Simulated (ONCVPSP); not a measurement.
Transferability test, ONCV potential for Ta (Z = 73)

| Property | Result |
| --- | --- |
| Element | Ta |
| Generator | ONCVPSP 4.0.1 |
| Type | optimised norm-conserving Vanderbilt (ONCV) |
| Functional | PBE |
| Relativity | scalar-relativistic |
| Frozen core | [Xe] 4f14 |
| Valence charge | 5 |
| Reference configuration | 5d3 6s1 (charge +1) |
| Partial waves | 6s: rc 2.95 bohr, ncon 4, nbas 7, qcut 2.1 1/bohr, 2 projectors, debl 3.4 Ha; p scattering state at 0.39 Ha: rc 3.25 bohr, ncon 4, nbas 9, qcut 2 1/bohr, 3 projectors, debl 1.2 Ha; 5d: rc 1.85 bohr, ncon 3, nbas 6, qcut 5.6 1/bohr, 2 projectors, debl 3.4 Ha |
| Local potential | polynomial inside 1.65 bohr (lpopt 3, dvloc0 0 Ha) |
| Core correction | polynomial model core, fcfact 0.75 |

In the p channel the program set the typed energies aside and used 0.050, 1.250, 2.450 Ha.

Energies are relative to the spin-unpolarised reference configuration 5d3 6s1; without spin polarisation the order of configurations can differ from experiment.

```
valence configuration  charge  ΔE all-electron (eV)  error AE − PS (meV)
              5d3 6s2       0                -8.468                 -2.2
              5d2 6s0      +3                38.576                 -182
              5d4 6s1       0                -6.374                  -23
```

What are ΔE and the potential's error for 5d3 6s0?

ΔE = 14.972 eV all-electron; the error (AE − PS) is -18 meV.

Note: no bound ghost flagged; GHOST(+) flagged for s at 29.7 eV, p at 79.2 eV.
